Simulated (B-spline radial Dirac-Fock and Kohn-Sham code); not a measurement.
Photoelectron lines of Ge²⁺ at Mg Kα (1253.6 eV)

System: Ge²⁺, configuration [Ar] 3d10 4s2.

The run's input, task.json:

```json
{"items": [{
  "Z": 32,
  "q": 2,
  "cfg": [[1, 0, 2], [2, 0, 2], [2, 1, 6], [3, 0, 2], [3, 1, 6], [3, 2, 10], [4, 0, 2]],
  "A": 74,
  "rrms": 4.0742,
  "do": ["binding", "quiet", "photo", "scan"],
  "hv": [40.81, 81.2, 150, 600, 624.0, 1253.6, 2810.0, 2984.4, 3540.0, 9480.0, 14100.0, 16800.0, 22162.9, 62100.0, 100000, 150000]
}]}
```

Launch: `python xray_run.py task.json out`

These are calculated numbers from a radial finite-basis atomic code; the model is Dirac-Hartree-Slater photoionisation with all multipoles and Dirac-Fock thresholds. The asymmetry parameter β is from the dipole term alone. Kinetic energies are from the vacuum level.

```tsv
subshell	electrons	binding (eV)	kinetic (eV)	σ (kb)	β
2p3/2	4	1248.6	4.97	481	0.56
3s	2	215.5	1038.1	23.5	2.00
3p1/2	2	158.7	1094.9	25.3	1.59
3p3/2	4	154.5	1099.1	49.0	1.61
3d3/2	4	58.64	1195.0	14.1	1.11
3d5/2	6	58.09	1195.5	20.5	1.10
4s	2	32.19	1221.4	2.57	2.00
```

Branching ratios of the spin-orbit partners (statistical value in brackets): 3p 1.94 (2.00), 3d 1.46 (1.50).
